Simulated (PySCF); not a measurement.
# Electronic absorption of C6H11N

Compound: C₆H₁₁N.
SMILES: `C1C[C@H]2CC[C@@H]1N2`

Computed with TDDFT B3LYP/def2-SVPD, vertical, gas phase, core orbitals frozen in the response in PySCF. Geometry: GFN2-xTB; no solvent, vibrations or thermal averaging.

| state | E (eV) | λ (nm) | f | symmetry | main configurations (H = HOMO, L = LUMO) |
| --- | --- | --- | --- | --- | --- |
| S1 | 5.84 | 212.3 | 0.021 | A′ | H→L (97%) |
| S2 | 6.81 | 182.0 | 0.0004 | – | H→L+1 (98%) |
| S3 | 6.83 | 181.6 | 0.0041 | A′ | H→L+2 (95%) |
| S4 | 7.02 | 176.7 | 0.0006 | – | H→L+3 (90%), H→L+4 (9%) |
| S5 | 7.31 | 169.5 | 0.013 | A′ | H→L+4 (88%), H→L+3 (8%) |
| S6 | 7.50 | 165.4 | 0.0005 | – | H-1→L (99%) |
| S7 | 7.57 | 163.8 | 0.0022 | A″ | H→L+5 (97%) |
| S8 | 7.60 | 163.1 | 0.016 | A′ | H→L+6 (98%) |

Triplets (Tamm–Dancoff): T1 5.69 eV, H→L (93%); T2 6.76 eV, H→L+2 (88%); T3 6.78 eV, H→L+1 (97%).

The lowest singlet lies at 5.84 eV (212 nm, ultraviolet) and is weak; its leading configuration is HOMO→LUMO (97%). The lowest level is also the most intense of those listed (f = 0.021). Löwdin shares by element: HOMO nitrogen 62%, carbon 19% or more (atoms not listed hold the other 19%); LUMO carbon 19% or more, hydrogen 17% or more (atoms not listed hold the other 64%). Orbital energies (eV): HOMO-3 -9.03, HOMO-2 -8.93, HOMO-1 -8.06, HOMO -6.45, LUMO 0.35, LUMO+1 1.19, LUMO+2 1.24. Weighted by f, the mean energy of these states is 6.84 eV. Of the 8 states listed, 3 reach f = 0.01 and 2 stay under 0.0005. Symmetry labels in Cs follow from the direction of the transition dipole and are given only for states with f of 0.002 or more. Only the lowest 8 singlets were computed, as vertical energies without vibronic structure.
